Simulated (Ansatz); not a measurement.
One change: `F[C@@H]1[O][Ge@H]1[SiH3]` becomes `F[CH]1[O][GeH2]1`.

Ansatz, PBE0-D4/def2-TZVP geometries, multiplicity 1. 

Scalar relativity is left out up to krypton.

| property | `F[C@@H]1[O][Ge@H]1[SiH3]` |
| --- | --- |
| HOMO–LUMO gap (PBE0/def2-TZVPP) / eV | 5.60 |
| HOMO–LUMO gap (ωB97M-V/def2-TZVPP) / eV | 9.54 |
| size of the dipole moment (PBE/def2-TZVPP) / D | 2.83 |
| LUMO energy (PBE/def2-TZVPP) / eV | -2.18 |
| LUMO energy (B3LYP/def2-TZVPP) / eV | -1.64 |
| HOMO energy (PBE/def2-TZVPP) / eV | -5.90 |

Give the same properties after the change, and the shifts. (An estimate is asked.)

The calculation gave: 
| property | `F[CH]1[O][GeH2]1` | shift |
| --- | --- | --- |
| HOMO–LUMO gap (PBE0/def2-TZVPP) / eV | 6.08 | 0.48 |
| HOMO–LUMO gap (ωB97M-V/def2-TZVPP) / eV | 10.13 | 0.59 |
| size of the dipole moment (PBE/def2-TZVPP) / D | 2.46 | -0.37 |
| LUMO energy (PBE/def2-TZVPP) / eV | -1.96 | 0.22 |
| LUMO energy (B3LYP/def2-TZVPP) / eV | -1.44 | 0.20 |
| HOMO energy (PBE/def2-TZVPP) / eV | -6.08 | -0.18 |

With PBE0 the HOMO falls by 0.23 eV and the LUMO rises by 0.26 eV, so the gap widens by about 0.49 eV. PBE moves the HOMO by -0.18 eV and ωB97M-V by -0.29 eV. Dipoles are sizes alone; their direction can turn.

B3LYP here is the variant with VWN-RPA as its local correlation; programs differ in this.
